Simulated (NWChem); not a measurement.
MgSiH3OF; SMILES [F][Mg][O][SiH3]

```xyz
7

Mg     0.0173    -1.4441     0.0000
F      0.1892    -3.1727     0.0000
O     -0.1607     0.3402     0.0000
Si    -0.3173     1.9660     0.0000
H     -1.0610     2.4478    -1.2023
H      1.0118     2.6475     0.0000
H     -1.0610     2.4478     1.2023
```
Atoms are numbered in this order, from 1.

Program: NWChem. Pople sets run with spherical d functions. Coordinates come from a B3LYP/6-31G* (spherical d) optimisation. Vertical excitations in the gas phase; the lowest state need not have the same character in each row.

Order these by “lowest excitation, singlet (eV)”, lowest first: PBE/6-31+G*, TDA; B3LYP/6-31+G*, TDA; LDA (Slater exchange, VWN5)/6-31+G*, TDA.

LDA (Slater exchange, VWN5)/6-31+G*, TDA (4.34), PBE/6-31+G*, TDA (4.42), B3LYP/6-31+G*, TDA (5.05)
